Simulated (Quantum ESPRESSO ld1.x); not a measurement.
Results of a calculation; reference values are marked as such.
Hf+, configuration [Xe] 4f14 5d1 6s2. Code: ld1.x of Quantum ESPRESSO 7.5. Model: scalar-relativistic Kohn-Sham, exchange-only LDA, spin-polarised, spherical densities, point nucleus; open shells are filled with parallel spins first. Some entries of the table are withheld. Estimate them.

| orbital | occ. | eigenvalue (Ry) | <r> (bohr) | <r^2> (bohr^2) |
|---|---|---|---|---|
| 1s down | 1 | -4794.9487 | 0.01900 | 0.0004955 |
| 1s up | 1 | -4794.9486 | 0.01900 | 0.0004955 |
| 2s up | 1 | -820.5537 | 0.08042 | 0.007649 |
| 2s down | 1 | -820.5514 | 0.08042 | 0.007649 |
| 2p up | 3 | -720.8282 | 0.07175 | 0.006288 |
| 2p down | 3 | -720.8263 | 0.07175 | 0.006288 |
| 3s up | 1 | -187.3527 | 0.2089 | 0.04986 |
| 3s down | 1 | -187.3524 | 0.2089 | 0.04986 |
| 3p up | 3 | -157.5661 | 0.2087 | 0.05048 |
| 3p down | 3 | -157.5657 | 0.2087 | 0.05048 |
| 3d up | 5 | -122.2511 | 0.1891 | 0.04190 |
| 3d down | 5 | -122.2500 | 0.1891 | 0.04190 |
| 4s up | 1 | -38.1469 | 0.4685 | 0.2479 |
| 4s down | 1 | -38.1456 | 0.4685 | 0.2479 |
| 4p up | 3 | -28.3713 | 0.4980 | 0.2823 |
| 4p down | 3 | -28.3700 | 0.4980 | 0.2823 |
| 4d up | 5 | -15.7400 | 0.5356 | 0.3330 |
| 4d down | 5 | -15.7380 | 0.5355 | 0.3329 |
| 5s up | 1 | -5.5290 | 1.134 | 1.448 |
| 5s down | 1 | -5.4987 | 1.131 | 1.441 |
| 5p up | 3 | (1) | 1.339 | 2.037 |
| 5p down | 3 | (2) | 1.334 | 2.022 |
| 4f up | 7 | -1.8240 | 0.6781 | 0.5963 |
| 4f down | 7 | -1.8160 | 0.6753 | 0.5897 |
| 6s up | 1 | -0.8337 | 3.108 | 10.88 |
| 6s down | 1 | -0.7863 | 3.171 | 11.34 |
| 5d up | 1 | -0.7398 | (3) | (4) |
| 5d down | 0 | -0.6815 | (5) | (6) |

Answer. 
(1) 5p up eigenvalue (Ry): -3.2152
(2) 5p down eigenvalue (Ry): -3.1726
(3) 5d up <r> (bohr): 2.186
(4) 5d up <r^2> (bohr^2): 5.705
(5) 5d down <r> (bohr): 2.212
(6) 5d down <r^2> (bohr^2): 5.887
